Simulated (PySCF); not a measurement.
Correlation energy of F⁺ (fluorine, charge +1)

[He] 2s2 2p4, high-spin 3P determinant. All numbers are calculated (PySCF 2.14, no relativity, point nucleus, in cc-pVDZ (3s2p1d, 14 functions)). Frozen: 1s2; 6 electrons correlated.

MP2 pair energies summed by pair of shells (mhartree):

```csv
pair,energy,share (%)
2p-2p,-46.97,47.7
2s-2p,-44.15,44.8
2s-2s,-7.40,7.5
```

Total MP2 correlation energy: -98.53 mhartree.

Same-spin part -24.28 and opposite-spin part -74.25 mhartree; SCS-MP2 scales them by 1/3 and 6/5 to -97.19 mhartree.

```tsv
level	correlation energy (mhartree)
CCSD	-112.35
(T)	-0.78
CCSD(T)	-113.13
```

Diagnostics: T1 = 0.0035, D1 = 0.0058, largest double amplitude 0.042.

Problem. Is a single reference adequate?

Solution. Yes: T1 lies below 0.03 and no double amplitude reaches 0.07.
